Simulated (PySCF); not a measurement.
C₃H₄Cl₂, SMILES CC=C(Cl)Cl.

Geometry: PBE-D3(BJ)/def2-SVP.

All values below come from PBE-D3(BJ)/def2-SVP in PySCF.

Frequencies are harmonic and unscaled.

```csv
mode,ν (cm⁻¹),IR (km/mol),moving atoms (share of kinetic energy)
1,121,0.4,H 97 %
2,210,1.1,"C 61 %, H 29 %, Cl 10 %"
3,218,0.9,"Cl 42 %, C 38 %, H 19 %"
4,287,0.1,"Cl 77 %, C 21 %"
5,437,7.1,"C 43 %, Cl 43 %, H 15 %"
6,466,1.4,"C 85 %, H 11 %"
7,588,7.9,"C 48 %, Cl 39 %, H 13 %"
8,786,16.4,"H 87 %, C 13 %"
9,851,122.6,"C 64 %, H 26 %, Cl 10 %"
10,964,61.3,"C 56 %, H 41 %"
11,999,0.0,"H 65 %, C 35 %"
12,1100,13.2,"C 66 %, H 34 %"
13,1235,18.5,"H 78 %, C 22 %"
14,1339,1.4,"H 75 %, C 25 %"
15,1400,6.1,H 95 %
16,1404,7.4,H 96 %
17,1655,30.2,C 95 %
18,2963,20.2,H 97 %
19,3030,7.5,"H 91 %, C 9 %"
20,3087,2.7,"H 91 %, C 9 %"
21,3112,3.8,"H 92 %, C 8 %"
```
